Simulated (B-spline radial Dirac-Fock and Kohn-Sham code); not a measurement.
**How the binding energies of Ba¹⁹⁺ add up**

System: Ba¹⁹⁺, configuration [Kr] 4d1; nuclear rms radius 4.8378 fm (A = 138).

Model: relaxed Dirac-Fock hole states (ΔSCF) with Breit and QED corrections and a finite nucleus. Program: a radial finite-basis atomic code. Correlation and solid-state effects are left out. Energies are counted from the vacuum level.

All terms are in eV, carry their sign (relaxation lowers the binding energy) and add up to the binding energy; ⟨r⟩ is the mean radius of the orbital in the initial state.

```
  subshell  −ε (Koopmans)  relaxation    Gaunt  retardation     QED  binding energy  ⟨r⟩ (bohr)
    K (1s)        38155.0      -55.22  -100.82         8.43  -47.07         37960.3       0.026
   L1 (2s)         6553.2      -24.11    -9.79         0.62   -6.07          6513.8       0.109
L2 (2p1/2)         6187.1      -27.67   -17.08         1.89    0.38          6144.6       0.092
L3 (2p3/2)         5803.6      -26.20   -12.24         2.30   -0.30          5767.2       0.098
   M1 (3s)         1798.8       -6.10    -1.61         0.09   -1.30          1789.9       0.288
M2 (3p1/2)         1644.9       -6.61    -2.91         0.31    0.08          1635.7       0.278
M3 (3p3/2)         1567.7       -6.15    -1.96         0.40   -0.06          1559.9       0.289
M4 (3d3/2)         1301.4       -7.66    -1.06         0.08    0.13          1292.9       0.261
M5 (3d5/2)         1285.1       -7.46    -0.64         0.09    0.08          1277.1       0.264
   N1 (4s)          697.9       -0.78    -0.41         0.03   -0.33           696.4       0.630
N2 (4p1/2)          633.0       -0.81    -0.71         0.08    0.02           631.6       0.640
N3 (4p3/2)          613.6       -0.74    -0.47         0.11   -0.01           612.5       0.659
 N4,5 (4d)          518.7       -0.69    -0.15         0.03    0.03           517.9       0.681
```

For the deepest level, K (1s), the Breit terms make up -0.243 % of the binding energy, QED -0.124 % and orbital relaxation -0.145 %.

Spin-orbit splittings: 2p 377.4 eV, 3p 75.84 eV, 3d 15.73 eV, 4p 19.12 eV.

Going to the tabulated ground configuration of the next ion removes an electron from N4,5 (4d), computed at 517.9 eV. NIST lists 520 ± 4 eV as the ionisation energy of this species (theoretical), +2.08 eV from the computed value, within the stated uncertainty.
